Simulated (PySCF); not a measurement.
# Reading the logs of faulty runs: FH4Si2

Calculated results; nothing here was measured. They come from PySCF 2.14.0, an open-source quantum chemistry program, on an isolated molecule that a program drew, which may never have been made. The molecule is FH4Si2 (charge 0, doublet), drawn as the SMILES string `F[SiH][SiH3]`.

Each row is a Hartree-Fock (HF) and frozen-core CCSD(T) single point in the cc-pV(D+d)Z basis, meant for a local HF minimum. Run 1 is clean. Each other run has one planted mistake out of seven kinds, and not every kind appears here: one electron removed, one electron added, multiplicity raised by two, geometry at a saddle point, minimal basis STO-3G, one bond length entered in bohr, all coordinates scaled. The reference is restricted for singlets and unrestricted otherwise, and also for a bond in bohr. Adding or removing an electron swaps singlet and doublet. Electrons count all cores. HOMO and LUMO are orbital energies over both spins, the gradient is its largest component, and the lowest frequency (negative if imaginary) is given only where the gradient is small. Bond lengths are over the 6 bonds as drawn. T1 is the CCSD diagnostic: over 0.02 (restricted) or 0.045 (unrestricted) a single reference is doubtful.

Geometry of the clean run:
```xyz
7
FH4Si2, angstrom
F    -1.1422    0.0103    2.0485
Si   -0.6556    0.9430    0.8060
Si    0.6348   -0.3409   -0.7017
H     0.0823    2.0870    1.3922
H    -0.2001   -1.4300   -1.2561
H     1.8304   -0.9232   -0.0480
H     1.0643    0.5571   -1.7998
```

```
run  electrons  basis functions  <S^2>  HOMO (eV)  LUMO (eV)  gradient (hartree/bohr)  lowest frequency (cm^-1)  mean bond (Å)  longest bond (Å)      T1  HF (hartree)  CCSD(T) (hartree)                          mistake
  1         41               80  0.757      -9.09       1.07                  1.9e-05                       102         1.6530             2.364  0.0153    -679.65158         -680.07168                         no fault
  2         41               80  1.576      -9.18       0.80                  8.1e-03                         -         1.8728             2.801  0.0485    -679.54099         -679.95125  one bond length entered in bohr
  3         41               27  0.752      -5.83       5.93                  2.3e-02                         -         1.6530             2.364  0.0136    -671.53773         -671.66017             minimal basis STO-3G
  4         42               80  0.000      -0.75       8.51                  5.4e-02                         -         1.6530             2.364  0.0136    -679.64296         -680.09160                                ?
  5         41               80  3.759      -4.96      -2.35                  2.7e-02                         -         1.6530             2.364  0.0274    -679.43066         -679.84709                                ?
```

**Which mistake was planted in run 4, and what did it cost?**

It counts 42 electrons, one more than the clean run, at the same geometry and basis. So the mistake is: one electron added. Subtracting run 1 and multiplying by 627.51 kcal/mol a hartree, the energy moved by 5.4 kcal/mol in HF and -12.5 kcal/mol in CCSD(T).

**Which mistake was planted in run 5, and what did it cost?**

Electrons, basis and geometry are unchanged, and <S^2> is 3.759, beside S(S+1) = 3.75 for a multiplicity of 4. So the mistake is: multiplicity raised by two. Subtracting run 1 and multiplying by 627.51 kcal/mol a hartree, the energy moved by 138.6 kcal/mol in HF and 140.9 kcal/mol in CCSD(T).

Cautions from the logs. Run 2: T1 is over the limit, so its CCSD(T) energy is less reliable.
